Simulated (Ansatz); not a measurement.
A structure drawn as `O=C(O)O[SiH2][SiH3]`, with this starting geometry:

```xyz
12

O    -1.7787   -0.6562   -0.6385
C    -1.7755    0.2459    0.1621
O    -2.8344    0.5291    0.9363
O    -0.6946    1.1021    0.4957
Si    0.7196    0.9946   -0.3435
Si    1.7559   -1.0254   -0.0214
H    -3.4891   -0.0781    0.6951
H     0.5250    1.3164   -1.7593
H     1.5531    2.0840    0.2426
H     1.9464   -1.3114    1.4530
H     0.9630   -2.1761   -0.5801
H     3.1093   -1.0248   -0.6420
```

The species carries charge 0 and has multiplicity 1.

Task: Relax it with Ansatz at PBE-D4/def2-SVP and then PBE0-D4/def2-TZVP. Is the drawn bonding still there?

Result: Yes, every drawn bond is still there and no new one forms.

Task: Give the relaxed structure. (An estimate is asked.)

Result: The calculation gave: 
Z-matrix (Å, degrees):
```
Si
O 1 1.706
Si 1 2.340 2 111.3
H 1 1.485 2 107.9 3 124.0
H 1 1.482 2 101.7 3 -121.1
C 2 1.317 1 117.0 3 -48.6
H 3 1.482 1 111.2 2 94.7
H 3 1.486 1 109.1 2 -27.4
H 3 1.490 1 108.7 2 -145.4
O 6 1.330 2 110.6 1 -179.1
O 6 1.208 2 124.8 1 1.1
H 10 0.965 6 106.5 2 -179.9
```
No frequency check was run.

Atoms count as bonded under 1.1 times the sum of their covalent radii (H–H under 0.85 Å, pairs among N, O and F under 1.55 Å), and a drawn bond as lost past 1.3 times.
